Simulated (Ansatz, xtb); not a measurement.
Two isomers of C4H13BSi

Structure a is `B[C@H](C)[SiH2]CC`, a singlet and structure b is `CCBCC[SiH3]`, a singlet. Both are isolated molecules in the gas phase, relaxed with B3LYP/def2-SVP, each in the lowest conformer that the search found.

Quicker runs give these differences E(b) − E(a): GFN2-xTB +1.1 kJ/mol; HF/STO-3G +5.0 kJ/mol (at GFN2-xTB geometries); r2SCAN-D4/def2-SVP +2.1 kJ/mol (at GFN2-xTB geometries).

Q: Estimate E(b) − E(a) at the level CCSD(T)/def2-SVP + ΔMP2/def2-TZVPP.

A: Not settled: CCSD(T)/def2-SVP + ΔMP2/def2-TZVPP gives E(b) − E(a) = +10.6 kJ/mol, but this leans on the basis-set step: CCSD(T) alone gives +2.6 kJ/mol.

How the difference moves with the method:

```csv
level,geometry,E(b) − E(a) (kJ/mol),departure from the last row (kJ/mol),"job, with rough time for the two"
GFN2-xTB,GFN2-xTB,+1.1,−9.5,"optimisation, 0.25 s"
HF/STO-3G,GFN2-xTB,+5.0,−5.5,"single point, 0.32 s"
r2SCAN-D4/def2-SVP,GFN2-xTB,+2.1,−8.5,"single point, 3.8 s"
B3LYP/def2-SVP,B3LYP/def2-SVP,−3.1,−13.7,"optimisation, 60 s"
HF/def2-SVP,B3LYP/def2-SVP,−4.6,−15.2,part of the CCSD(T) run
MP2/def2-SVP,B3LYP/def2-SVP,+4.8,−5.8,part of the CCSD(T) run
CCSD(T)/def2-SVP,B3LYP/def2-SVP,+2.6,−8.0,single point
CCSD(T)/def2-SVP + ΔMP2/def2-TZVPP,B3LYP/def2-SVP,+10.6,,"single point, 74 s"
```

As drawn, b has 1 C–B, 1 Si–H in place of 1 C–Si, 1 B–H.

B3LYP/def2-SVP, HF/def2-SVP put the two in the other order. GFN2-xTB, r2SCAN-D4/def2-SVP find them nearly level. The largest departure from CCSD(T)/def2-SVP + ΔMP2/def2-TZVPP is that of HF/def2-SVP, 15.2 kJ/mol. The last row adds to CCSD(T) the change of the MP2 difference between the two basis sets, here +8.0 kJ/mol.

With thermal terms from frequencies at re-optimised GFN2-xTB minima (ideal gas, soft modes damped towards free rotors, one conformer each, 298.15 K, 1 atm): on the last row, ΔE + ΔZPE = +7.8, ΔH = +7.8, ΔG = +5.7 kJ/mol.

The correlated steps freeze 10 core orbitals. Mirror images aren't counted in ΔG. Run with Ansatz 0.2.0, xtb 6.7.1; the last row on 4 threads of Arm Neoverse V2 on a shared host.
